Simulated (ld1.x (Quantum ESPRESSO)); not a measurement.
# Plane-wave convergence, ultrasoft potential for F

F, ultrasoft, made with ld1.x (Quantum ESPRESSO) 7.5 (PBE, non-relativistic). Core [He], reference 2s2 2p5. Waves: 2s (bound): rcut 0.45, rcutus 0.55 bohr; 2s channel at -1.2 Ry: rcut 0.45, rcutus 0.55 bohr; 2p (bound): rcut 0.85, rcutus 1.00 bohr; 2p channel at 0.25 Ry: rcut 0.85, rcutus 1.00 bohr. Local part: all-electron potential smoothed inside 0.80 bohr (lloc = -1). Core correction: Bessel-smoothed model core inside 0.40 bohr. Augmentation charge: PSQ, radius 0.45 bohr.

The pseudo-atom Hamiltonian at the reference potential is diagonalised in spherical Bessel functions j_l(qr) that vanish at 20 bohr, with q² up to the cutoff. All-electron valence levels (Ry): 2s -2.1917, 2p -0.8174.

**Question.** How do the lowest levels (Ry) of each channel move with the cutoff, and are there ghosts?

**Answer.**

```
cutoff (Ry)      s #1     s #2     s #3     p #1    d #1    d #2    f #1  Σ f·Δε (mRy)
          8   -2.3336  -0.0119   0.0654  -0.0183  0.0803  0.1923  0.1209        4279.4
         18   -2.7176  -0.0221   0.0600  -0.2942  0.0803  0.1923  0.1209        3668.0
         30   -2.8081  -0.0255   0.0585  -0.6231  0.0803  0.1923  0.1209        2204.8
         50   -3.3029  -0.0631   0.0475  -0.7920  0.0803  0.1923  0.1209        2349.4
         80  -16.6170  -2.0565  -0.0077  -0.8169  0.0803  0.1923  0.1209         273.0
        120  -32.0748  -2.1870  -0.0101  -0.8173  0.0803  0.1923  0.1209          10.3
        180  -37.1944  -2.1912  -0.0102  -0.8174  0.0803  0.1923  0.1209           1.2
        300  -37.7016  -2.1917  -0.0102  -0.8174  0.0803  0.1923  0.1209           0.1
        400  -37.8072  -2.1917  -0.0102  -0.8175  0.0803  0.1923  0.1209           0.0
```

Result: ghost state, extra bound levels that the all-electron valence spectrum of the same l lacks: s at -514.4 eV (a true bound ghost makes a file unfit for plane-wave use); 10 mRy is reached at 140 Ry and 1 mRy at 230 Ry.
